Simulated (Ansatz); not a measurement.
The first iterations of a band of C2H4BS (8 atoms, charge -1, multiplicity 1).

Theory: RKS BHLYP-D4/6-31G* (Ansatz 0.2.0).

```
movable images  : 5
climbing image  : yes
spring          : 5.0 eV/Å²
optimiser       : quadratic models (default)
start path      : through a guess of the saddle point
force threshold : 0.05 eV/Å
iteration limit : 60
end points      : relaxed
```

Image 0:

```xyz
8
Properties=species:S:1:pos:R:3
B -0.332 1.452 0.756
S 1.002 1.070 -0.310
C 1.310 -0.758 -0.476
C 0.175 -1.433 -0.693
H -1.004 0.611 1.272
H -0.540 2.604 1.013
H 0.226 -2.516 -0.798
H -0.838 -1.030 -0.763
```

Image 6:

```xyz
8
Properties=species:S:1:pos:R:3
B -0.332 1.452 0.756
S 1.001 1.070 -0.310
C 1.310 -0.758 -0.475
C 0.175 -1.433 -0.693
H -0.539 2.604 1.013
H -1.003 0.612 1.273
H 0.226 -2.517 -0.797
H -0.838 -1.030 -0.765
```

| iteration | highest image above the first end (eV) | largest band force component (eV/Å) |
| --- | --- | --- |
| 1 | 4.782 | 16.270 |
| 2 | 1.612 | 4.527 |
| 3 | 0.862 | 1.581 |
| 4 | 0.797 | 1.031 |
| 5 | 0.811 | 0.861 |
| 6 | 0.752 | 0.409 |

Does the band converge within its limit, and where does its top end?

The forces met the threshold. It ended after 18 iterations with the highest image 0.686 eV above the first end. A vibrational analysis at the climbing image gives one clearly imaginary mode, 327i cm⁻¹: a first-order saddle point. Limits of this set-up: an anion without diffuse functions, the dipole of an ion depends on the origin.

Time of the run: 4.2 min on 1 thread of Arm Neoverse V1 (shared host), peak memory 0.14 GiB.
